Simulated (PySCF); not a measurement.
Point-charge models of `COC1=CO[SiH2]C=C1F` against its computed dipole.

Coordinates (GFN2-xTB, Å) and charges (e) from the PBE0/pcSseg-1 density (PySCF):

```json
{"atom": "C1", "x": "2.743", "y": "0.373", "z": "-0.388", "Mulliken": "-0.0423", "IAO": "-0.2063", "Hirshfeld": "-0.0319", "ESP-fitted": "-0.1338"}
{"atom": "O2", "x": "1.570", "y": "1.058", "z": "-0.037", "Mulliken": "-0.4785", "IAO": "-0.3222", "Hirshfeld": "-0.1163", "ESP-fitted": "-0.2608"}
{"atom": "C3", "x": "0.399", "y": "0.354", "z": "0.009", "Mulliken": "+0.0048", "IAO": "+0.0907", "Hirshfeld": "+0.0231", "ESP-fitted": "+0.1167"}
{"atom": "C4", "x": "0.271", "y": "-0.957", "z": "-0.259", "Mulliken": "+0.2411", "IAO": "-0.0032", "Hirshfeld": "+0.0068", "ESP-fitted": "-0.0666"}
{"atom": "O5", "x": "-0.890", "y": "-1.634", "z": "-0.208", "Mulliken": "-0.5921", "IAO": "-0.5756", "Hirshfeld": "-0.1968", "ESP-fitted": "-0.3754"}
{"atom": "Si6", "x": "-2.375", "y": "-1.047", "z": "0.173", "Mulliken": "+0.9133", "IAO": "+1.0306", "Hirshfeld": "+0.4127", "ESP-fitted": "+0.7436"}
{"atom": "C7", "x": "-2.007", "y": "0.750", "z": "0.510", "Mulliken": "-0.4557", "IAO": "-0.5468", "Hirshfeld": "-0.1917", "ESP-fitted": "-0.6164"}
{"atom": "C8", "x": "-0.745", "y": "1.170", "z": "0.387", "Mulliken": "+0.3156", "IAO": "+0.3155", "Hirshfeld": "+0.0889", "ESP-fitted": "+0.3391"}
{"atom": "F9", "x": "-0.444", "y": "2.466", "z": "0.623", "Mulliken": "-0.2650", "IAO": "-0.2578", "Hirshfeld": "-0.0783", "ESP-fitted": "-0.1842"}
{"atom": "H10", "x": "3.536", "y": "1.119", "z": "-0.358", "Mulliken": "+0.1371", "IAO": "+0.1689", "Hirshfeld": "+0.0588", "ESP-fitted": "+0.1341"}
{"atom": "H11", "x": "2.968", "y": "-0.428", "z": "0.324", "Mulliken": "+0.1074", "IAO": "+0.1322", "Hirshfeld": "+0.0425", "ESP-fitted": "+0.0841"}
{"atom": "H12", "x": "2.675", "y": "-0.047", "z": "-1.397", "Mulliken": "+0.1074", "IAO": "+0.1321", "Hirshfeld": "+0.0425", "ESP-fitted": "+0.0841"}
{"atom": "H13", "x": "1.103", "y": "-1.586", "z": "-0.541", "Mulliken": "+0.1049", "IAO": "+0.1624", "Hirshfeld": "+0.0506", "ESP-fitted": "+0.1637"}
{"atom": "H14", "x": "-3.228", "y": "-1.266", "z": "-0.996", "Mulliken": "-0.1161", "IAO": "-0.1495", "Hirshfeld": "-0.0801", "ESP-fitted": "-0.1334"}
{"atom": "H15", "x": "-2.831", "y": "-1.789", "z": "1.348", "Mulliken": "-0.1161", "IAO": "-0.1492", "Hirshfeld": "-0.0800", "ESP-fitted": "-0.1325"}
{"atom": "H16", "x": "-2.753", "y": "1.474", "z": "0.798", "Mulliken": "+0.1344", "IAO": "+0.1781", "Hirshfeld": "+0.0493", "ESP-fitted": "+0.2378"}
```

Task: Compute μ = Σ q r for each scheme (1 e·Å = 4.803 D) and compare with the dipole of the full density.

Result: The full density gives (0.82, -1.39, -0.45) D, 1.67 D in size; dipole vectors point from the negative to the positive end.

```
    scheme     μx     μy     μz  size (D)  share of the full size (%)  angle to the full dipole (°)
  Mulliken  -0.50  -4.21  -0.85      4.33                         259                            36
       IAO  -0.28  -2.93  -0.61      3.01                         180                            35
 Hirshfeld   0.68  -0.93  -0.32      1.20                          72                             6
ESP-fitted   0.80  -1.43  -0.45      1.70                         102                             1
```

Task: Which set comes closest?

Result: Length of the difference vector: ESP-fitted 0.05 D, Hirshfeld 0.49 D, IAO 1.90 D, Mulliken 3.14 D. Closest: ESP-fitted. The schemes that divide the density aren't constrained to reproduce the dipole.

Task: What is left for the Hirshfeld atoms' own dipoles?

Result: The Hirshfeld atoms' densities add up to the full density, so μ = Σ q r + Σ (atomic dipoles). The atomic dipoles sum to (0.82, -1.39, -0.45) − (0.68, -0.93, -0.32) = (0.14, -0.46, -0.13) D, 0.49 D in size.

Task: With the origin at the mean of the coordinates, (0.000, 0.001, -0.001) Å, which are the largest single terms, by size, of the Mulliken dipole along the direction of the full one?

Result: C7 +3.81, F9 +3.09, O5 -2.78, C8 -2.18, H16 -1.80 D; all 16 atoms together +3.48 D. The single terms depend on the origin, their sum doesn't.

Task: Give the size of the full dipole in other units.

Result: 1.67 D = 0.658 au = 0.348 e·Å = 5.58 × 10⁻³⁰ C·m.

One conformer (not necessarily the lowest) at the GFN2-xTB geometry, without solvent, vibrations or thermal averaging.

Conformer computed: `[CH3:1][O:2][C:3]1=[CH:4][O:5][SiH2:6][CH:7]=[C:8]1[F:9]`: C1–O2–C3–C4 0°.
